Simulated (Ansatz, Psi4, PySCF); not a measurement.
C₄H₁₁Ge (SMILES C[C](C)[CH2][GeH3]), doublet, at a GFN2-xTB geometry. Base run: PySCF with CAMB3LYP/def2-SVP.

The PySCF input:
```python
from pyscf import gto, scf, dft

mol = gto.Mole()
mol.atom = '''
    C    -1.850354    1.560095    0.145925
    C    -1.576691    0.115047   -0.066427
    C    -2.073252   -0.862831    0.936303
    C    -0.471039   -0.271252   -0.938565
    Ge    1.359255   -0.139681   -0.067682
    H    -2.852482    1.716419    0.541982
    H    -1.746558    2.118495   -0.784131
    H    -1.140531    1.992708    0.866016
    H    -1.396444   -0.916524    1.801451
    H    -2.131281   -1.864375    0.510567
    H    -3.056540   -0.579544    1.308024
    H    -0.563520   -1.308785   -1.266219
    H    -0.416993    0.367017   -1.823029
    H     1.484521   -1.011524    1.146067
    H     2.473990   -0.541917   -0.991234
    H     1.677700    1.251448    0.392903
'''
mol.basis = 'def2-svp'
mol.charge = 0
mol.spin = 1
mol.verbose = 4
mol.build()

mf = dft.UKS(mol)
mf.xc = 'camb3lyp'
mf.kernel()
```

The same geometry, method and basis name were run in Ansatz (a program for electronic structure) and Psi4 and PySCF, at each program's defaults and at the settings that a row names. The base is PySCF at its defaults. Differences at the defaults can come from grids, fitting, cores and function types together.

| code and settings | ΔE vs base (µEh) | basis functions | E (Eh) | SCF cycles | dipole (D) | outcome |
|---|---|---|---|---|---|---|
| PySCF, defaults (exact integrals, its default grid, spherical functions) | 0.0 | 143 | -2235.62754 | 11 | 0.57 | converged |
| Psi4, defaults (density fitting with its default set, its default grid, spherical functions) | -93.4 | 143 | -2235.62763 | 10 | 0.57 | converged |
| Ansatz, defaults (factorised integrals, its default grid, spherical functions) | 7.1 | 143 | -2235.62753 | - | - | converged |
| PySCF, density fitting with def2-universal-jkfit | -108 | 143 | -2235.62765 | 11 | 0.57 | converged |
| PySCF, fine grid | - | - | - | - | - | cut at the time limit |
| Psi4, exact integrals, spherical functions, fine grid | - | 143 | - | - | - | cut at the time limit |
| Ansatz, high accuracy | 6.9 | 143 | -2235.62753 | - | - | converged |

Open shells are given as the SCF converged; they aren't shown to be the lowest states, and a large step between rows can be another state.
